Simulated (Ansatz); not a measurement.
Cost and result up the ladder for `CCCCCCCC[Si](O)(O)O` (32 atoms). Total charge 0; singlet. Geometry: PBE-D4/def2-SVP.

Cartesian coordinates in Å:
```
C 0.041 -4.654 2.169
C 0.223 -3.216 1.680
C -0.959 -2.304 2.031
C -0.790 -0.837 1.613
C -0.728 -0.598 0.101
C -0.614 0.880 -0.280
C -0.556 1.121 -1.793
C -0.398 2.603 -2.180
Si 1.273 3.364 -1.797
O 1.277 5.013 -2.135
O 2.370 2.478 -2.698
O 1.781 3.284 -0.200
H 0.908 -5.293 1.904
H -0.864 -5.120 1.724
H -0.079 -4.694 3.272
H 1.153 -2.786 2.115
H 0.382 -3.220 0.580
H -1.886 -2.714 1.569
H -1.129 -2.350 3.130
H 0.130 -0.423 2.085
H -1.632 -0.243 2.033
H 0.136 -1.148 -0.335
H -1.634 -1.038 -0.377
H -1.482 1.437 0.144
H 0.286 1.322 0.200
H 0.287 0.540 -2.227
H -1.479 0.710 -2.260
H -1.187 3.220 -1.694
H -0.553 2.729 -3.276
H 0.887 5.252 -2.993
H 3.297 2.620 -2.436
H 1.541 4.064 0.329
```

Ansatz on 4 threads of Arm Neoverse V2 on a shared host. Times are rough, and most runs start from the orbitals of an earlier one. PBE0-D4/def2-TZVP serves as the yardstick here, not as an exact answer. Differences are given only for rows in sets of like size (and for xTB, whose basis is part of the method), since another set adds its own error. Binding counts from free atoms at the same level (C triplet, Si triplet, O triplet, H doublet; other spins of the atoms weren't run), without zero-point energy or a counterpoise term.

Correlated methods freeze 16 core orbitals. The rows differ in basis, and correlated rows in double-zeta sets carry the largest basis error.

Correlated methods converge slowly with the basis, most of all in double-zeta sets.

```csv
level,functions,binding energy per atom (eV),difference from PBE0-D4/def2-TZVP (eV)
PBE-D4/def2-TZVP,498,4.28,0.06
PBE-D4/def2-SVP,272,4.31,–
MP2/def2-SVP,272,4.07,–
revPBE-D4/def2-TZVP (with forces),498,4.19,-0.03
PBE0-D4/def2-SVP,272,4.25,–
B97M-V/def2-TZVP,498,4.20,-0.02
r2SCAN-D4/def2-TZVP,498,4.22,0.00
PBE0-D4/def2-TZVP (with forces),498,4.22,0.00
```

(1) Estimate how long each takes.

Answers

(1) PBE-D4/def2-SVP 4 s; PBE-D4/def2-TZVP 8 s; PBE0-D4/def2-SVP 8 s; MP2/def2-SVP 8 s; revPBE-D4/def2-TZVP (with forces) 11 s; r2SCAN-D4/def2-TZVP 16 s; PBE0-D4/def2-TZVP (with forces) 32 s; B97M-V/def2-TZVP 41 s. On shared hardware such times vary by a factor of up to 3.
